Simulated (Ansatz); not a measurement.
Input file for Ansatz (a first-principles code): R-CCSD(T)/aug-cc-pVQZ on N2 (SMILES N#N).

Ansatz 0.2 input:
```yaml
crystal:
  periodic: [false, false, false]
  atoms:
    - {symbol: N, position_ang: [0.24158190, -0.23289790, -1.00821241]}
    - {symbol: N, position_ang: [0.46009790, -0.69625344, -0.04515045]}
basis:
  gaussian:
    orbitals: aug-cc-pVQZ
magnetization: {spin_polarized: false}
correlation: {method: ccsd_t, electrons: outside_noble_gas}
scf: {lower_state_search: off}
```

Program output:

```
WARN ansatz: RAYON_NUM_THREADS=2 ignored (pool sized by the plan → 2); use --threads N
Functional definition: HF
these checks for a lower state are left out or cut short: stability, starts, cluster_reference, orbital_swaps, neighbouring_geometries, increment
integrals: 0.43 GiB planned
984 factors; integrals over basis functions are off by at most 7.4e-4 eV
mean field: 0.31 GiB planned
mean field evaluation 1: about -2965.5188 eV, gradient 1.2e1 eV
mean field evaluation 2: about -2965.5193 eV, gradient 1.2e1 eV
mean field evaluation 4: about -2965.8445 eV, gradient 6.2e-1 eV
mean field evaluation 8: about -2965.8455 eV, gradient 1.6e-4 eV
mean field -2965.84552115 eV, -108.9928125798 hartree, gradient 1.2e-6 eV, S^2 0.000000; 0 other end points of the search recorded, 0 dependent functions left out
2 core orbitals not correlated
reference -2965.84552115 eV, -108.9928125798 hartree; 5, 5 occupied and 153, 153 virtual orbitals, 984 factors
second order -10.88246930 eV of doubles, -0.00000000 eV of singles
coupled cluster: 0.85 GiB planned
cycle   1  -10.28693392 eV  change    6.0e-1 eV  update   8.3e-2
cycle   2  -10.65653976 eV  change   -3.7e-1 eV  update   2.5e-2
cycle   3  -10.71799515 eV  change   -6.1e-2 eV  update   9.7e-3
cycle   4  -10.71931109 eV  change   -1.3e-3 eV  update   2.2e-3
cycle   5  -10.72172161 eV  change   -2.4e-3 eV  update   6.4e-4
cycle   6  -10.72172767 eV  change   -6.1e-6 eV  update   1.3e-4
cycle   7  -10.72178801 eV  change   -6.0e-5 eV  update   2.7e-5
cycle   8  -10.72180512 eV  change   -1.7e-5 eV  update   6.9e-6
cycle   9  -10.72180209 eV  change    3.0e-6 eV  update   1.6e-6
perturbative correction -0.54863918 eV, -0.0201621181 hartree
Total energy: -2977.11596242 eV, -109.4069936572 hartree
Checks for a lower state left out: stability, starts, cluster_reference, orbital_swaps, neighbouring_geometries, increment
```

The run converged.

Cost: around 13 core-seconds (rough).
